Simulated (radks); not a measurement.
The numbers below are computed, except where a source is named.
Coulomb parameter of the 5d shell of the iridium ion Ir3+ in the model configuration [Xe] 4f14 5d5 6p1, as a second difference U = [E(n + 0.25) + E(n - 0.25) - 2 E(n)] / (0.25)^2 with all orbitals relaxed. "Bare": the charge of the atom changes with n. "Screened": the 6p shell takes up the change at fixed total charge, which measures U(5d,5d) + U(6p,6p) - 2 U(5d,6p). Code: a radial shooting solver on a logarithmic mesh with Libxc functionals. Model: scalar-relativistic Kohn-Sham, BLYP, spin-unpolarised, spherical densities, point nucleus.

case                      configuration  E - E(n) (eV)
start                 [Xe] 4f14 5d5 6p1          0.000
bare +0.25         [Xe] 4f14 5d5.25 6p1         -9.776
bare -0.25         [Xe] 4f14 5d4.75 6p1         10.603
screened +0.25  [Xe] 4f14 5d5.25 6p0.75         -3.970
screened -0.25  [Xe] 4f14 5d4.75 6p1.25          4.115

U(bare) = 13.232 eV, U(screened by 6p) = 2.326 eV, against the Slater integral F0(5d,5d) = 16.300 eV with frozen orbitals.
